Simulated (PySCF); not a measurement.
Isomers of C6H12N2Si2.

All values: PBE0/pcSseg-1 (PySCF) at GFN2-xTB geometries, gas phase, one conformer each.

Question: Rank by the highest IAO charge on any atom, highest value first.
A. `[CH3:1][NH:2][SiH2:3][SiH2:4][c:5]1[cH:6][cH:7][cH:8][cH:9][n:10]1` with C1–N2–Si3–Si4 175°, N2–Si3–Si4–C5 -175°, Si3–Si4–C5–C6 180°
B. `[NH2:1][SiH2:2][SiH2:3][NH:4][c:5]1[cH:6][cH:7][cH:8][cH:9][cH:10]1` with H–N1–Si2–Si3 46° and -175°, N1–Si2–Si3–N4 -9°, Si2–Si3–N4–C5 -51°, Si3–N4–C5–C6 169°
C. `[CH3:1][C:2]#[C:3][SiH2:4][NH:5][CH2:6][CH2:7][SiH2:8][C:9]#[N:10]` with C3–Si4–N5–C6 174°, Si4–N5–C6–C7 -149°, N5–C6–C7–Si8 49°, C6–C7–Si8–C9 171°
D. `[CH:1]#[C:2][C:3]#[C:4][Si@H:5]([SiH2:6][NH2:7])[N:8]([CH3:9])[CH3:10]` with C4–Si5–Si6–N7 51°, Si5–Si6–N7–H 174° and -47°, C4–Si5–N8–C9 161°

Answer: C (+0.913 e), D (+0.748 e), A (+0.621 e), B (+0.590 e).

Question: Rank by LUMO energy, lowest first.
A. `[CH3:1][NH:2][SiH2:3][SiH2:4][c:5]1[cH:6][cH:7][cH:8][cH:9][n:10]1` with C1–N2–Si3–Si4 175°, N2–Si3–Si4–C5 -175°, Si3–Si4–C5–C6 180°
B. `[NH2:1][SiH2:2][SiH2:3][NH:4][c:5]1[cH:6][cH:7][cH:8][cH:9][cH:10]1` with H–N1–Si2–Si3 46° and -175°, N1–Si2–Si3–N4 -9°, Si2–Si3–N4–C5 -51°, Si3–N4–C5–C6 169°
C. `[CH:1]#[C:2][C:3]#[C:4][Si@H:5]([SiH2:6][NH2:7])[N:8]([CH3:9])[CH3:10]` with C4–Si5–Si6–N7 51°, Si5–Si6–N7–H 174° and -47°, C4–Si5–N8–C9 161°
D. `[CH3:1][C:2]#[C:3][SiH2:4][NH:5][CH2:6][CH2:7][SiH2:8][C:9]#[N:10]` with C3–Si4–N5–C6 174°, Si4–N5–C6–C7 -149°, N5–C6–C7–Si8 49°, C6–C7–Si8–C9 171°

Answer: C (-1.37 eV), A (-0.93 eV), B (-0.58 eV), D (-0.15 eV).

Question: Rank by HOMO–LUMO gap, highest first.
A. `[CH3:1][C:2]#[C:3][SiH2:4][NH:5][CH2:6][CH2:7][SiH2:8][C:9]#[N:10]` with C3–Si4–N5–C6 174°, Si4–N5–C6–C7 -149°, N5–C6–C7–Si8 49°, C6–C7–Si8–C9 171°
B. `[CH:1]#[C:2][C:3]#[C:4][Si@H:5]([SiH2:6][NH2:7])[N:8]([CH3:9])[CH3:10]` with C4–Si5–Si6–N7 51°, Si5–Si6–N7–H 174° and -47°, C4–Si5–N8–C9 161°
C. `[NH2:1][SiH2:2][SiH2:3][NH:4][c:5]1[cH:6][cH:7][cH:8][cH:9][cH:10]1` with H–N1–Si2–Si3 46° and -175°, N1–Si2–Si3–N4 -9°, Si2–Si3–N4–C5 -51°, Si3–N4–C5–C6 169°

Answer: A (7.10 eV), C (5.43 eV), B (4.99 eV).

All values together:

| SMILES | μ (D) | HOMO (eV) | LUMO (eV) | lowest IAO charge (e) | highest IAO charge (e) | lowest Hirshfeld charge (e) | highest Hirshfeld charge (e) |
| --- | --- | --- | --- | --- | --- | --- | --- |
| CC#C[SiH2]NCC[SiH2]C#N | 4.98 | -7.25 | -0.15 | -0.679 (N) | +0.913 (Si) | -0.229 (N) | +0.381 (Si) |
| N[SiH2][SiH2]Nc1ccccc1 | 0.78 | -6.01 | -0.58 | -0.834 (N) | +0.590 (Si) | -0.321 (N) | +0.288 (Si) |
| C#CC#C[Si@H]([SiH2]N)N(C)C | 0.80 | -6.37 | -1.37 | -0.836 (N) | +0.748 (Si) | -0.319 (N) | +0.315 (Si) |
| CN[SiH2][SiH2]c1ccccn1 | 1.63 | -6.45 | -0.93 | -0.676 (N) | +0.621 (Si) | -0.253 (N) | +0.267 (Si) |

Conformers: `[CH3:1][C:2]#[C:3][SiH2:4][NH:5][CH2:6][CH2:7][SiH2:8][C:9]#[N:10]` with C3–Si4–N5–C6 174°, Si4–N5–C6–C7 -149°, N5–C6–C7–Si8 49°, C6–C7–Si8–C9 171°; `[NH2:1][SiH2:2][SiH2:3][NH:4][c:5]1[cH:6][cH:7][cH:8][cH:9][cH:10]1` with H–N1–Si2–Si3 46° and -175°, N1–Si2–Si3–N4 -9°, Si2–Si3–N4–C5 -51°, Si3–N4–C5–C6 169°; `[CH:1]#[C:2][C:3]#[C:4][Si@H:5]([SiH2:6][NH2:7])[N:8]([CH3:9])[CH3:10]` with C4–Si5–Si6–N7 51°, Si5–Si6–N7–H 174° and -47°, C4–Si5–N8–C9 161°; `[CH3:1][NH:2][SiH2:3][SiH2:4][c:5]1[cH:6][cH:7][cH:8][cH:9][n:10]1` with C1–N2–Si3–Si4 175°, N2–Si3–Si4–C5 -175°, Si3–Si4–C5–C6 180°.
